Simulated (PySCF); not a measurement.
**`Cl[C@@H]1[C@@H](OC)OC1`, C4H7ClO2**

Cartesian coordinates in Å; atom numbers follow the order of the lines, from 1:
```xyz
14

C    -2.2856    0.1301    0.0884
O    -1.0597   -0.5351    0.3407
C    -0.0414   -0.1530   -0.5007
O     0.4667    1.1643   -0.2643
C     1.7779    0.6790    0.0264
C     1.3031   -0.7697   -0.1026
Cl    2.0991   -1.7587   -1.3165
H    -2.9889   -0.2486    0.8255
H    -2.1658    1.2101    0.2009
H    -2.6450   -0.0923   -0.9220
H    -0.3255   -0.2672   -1.5609
H     2.1188    0.9798    1.0192
H     2.4974    0.9926   -0.7339
H     1.2480   -1.3317    0.8279
```

Method used: PySCF 2.14.0, TDDFT CAM-B3LYP/aug-cc-pVDZ circular dichroism and optical rotation, one conformer, gas phase. Geometry: GFN2-xTB.

The molecule is flexible and this is one conformer; a measurement averages over conformers.

Q: Assign R or S to each stereocentre.

A: C3 S, C6 S.

Q: Which excitations and rotatory strengths does the calculation give?

A: Rotatory strengths R in 10⁻⁴⁰ esu² cm², velocity form and length form (origin at the centre of mass); f in length form.
```csv
state,E (eV),λ (nm),f,R (velocity),R (length),main
1,7.13,174,0.002,-11.6,-11.4,"HOMO→LUMO 0.43, HOMO→LUMO+4 0.12"
2,7.39,168,0.006,-6.7,-6.6,"HOMO−1→LUMO 0.42, HOMO−1→LUMO+4 0.14"
3,7.45,166,0.012,+0.6,+0.8,"HOMO→LUMO+1 0.44, HOMO→LUMO 0.16"
4,7.52,165,0.012,-2.1,-2.2,HOMO−1→LUMO 0.24
5,7.54,164,0.002,-6.3,-6.1,"HOMO→LUMO+1 0.12, HOMO−2→LUMO+4 0.11"
6,7.76,160,0.011,+15.7,+16.0,"HOMO−1→LUMO+1 0.22, HOMO→LUMO+2 0.17"
7,7.78,159,0.015,-25.5,-25.0,"HOMO−1→LUMO+1 0.27, HOMO→LUMO+3 0.18"
8,7.91,157,0.030,+2.3,+2.4,"HOMO→LUMO+2 0.35, HOMO→LUMO 0.17"
9,7.95,156,0.006,+26.3,+26.8,"HOMO−1→LUMO+2 0.41, HOMO−1→LUMO+3 0.12"
10,8.02,155,0.023,-6.4,-6.6,"HOMO−2→LUMO 0.17, HOMO−2→LUMO+1 0.12"
11,8.03,154,0.008,-5.3,-5.0,HOMO−1→LUMO+3 0.26
12,8.10,153,0.005,+8.0,+7.4,"HOMO→LUMO+4 0.17, HOMO→LUMO+5 0.13"
13,8.19,151,0.013,+9.8,+9.5,"HOMO−1→LUMO+2 0.15, HOMO−1→LUMO+4 0.14"
14,8.36,148,0.008,-15.7,-15.7,"HOMO−1→LUMO+5 0.17, HOMO−3→LUMO+3 0.12"
15,8.39,148,0.035,+5.2,+5.3,"HOMO−2→LUMO+2 0.31, HOMO−2→LUMO+1 0.24"
16,8.47,146,0.017,-22.7,-22.7,"HOMO−3→LUMO+2 0.23, HOMO−3→LUMO+1 0.17"
```

Among the states computed, the strongest CD band (largest |R|) is state 9. The largest dissymmetry factor in size, g = 4R/(D+G), with D and G the electric and magnetic dipole strengths, is -0.055 for state 1 (velocity form, f = 0.002), among bands with |R| over 0.5. The mirror image has the same energies and oscillator strengths and all R with the opposite sign.
